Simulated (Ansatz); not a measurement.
Basis-set extrapolation for CH₄AlFOS, SMILES `C[O][Al]([F])[SH]` (PBE0-D4/def2-TZVP geometry, frozen core, Ansatz). Multiplicity 1, RHF reference.

|  | def2-TZVPP | def2-QZVPP |
| --- | --- | --- |
| HF | -854.242658 | -854.271913 |
| MP2 correlation | -0.908385 | -0.985490 |
| CCSD(T) correlation | -0.976079 | -1.049638 |

Energies in hartree. Use E(X) = E(∞) + A·exp(−7.88·√X) for Hartree–Fock and E(X) = E(∞) + B·X^(−2.97) for correlation, with X = 3 and 4.

Task: What is the CCSD(T) energy at the basis-set limit?

Result: HF limit: -854.271913 + (-0.029255) × 0.13774 = -854.27594. Correlation limit: -1.049638 + (-0.073559) × 0.74074 = -1.10413. Total: -855.38007 hartree, 423.6 kJ/mol below CCSD(T)/def2-TZVPP.
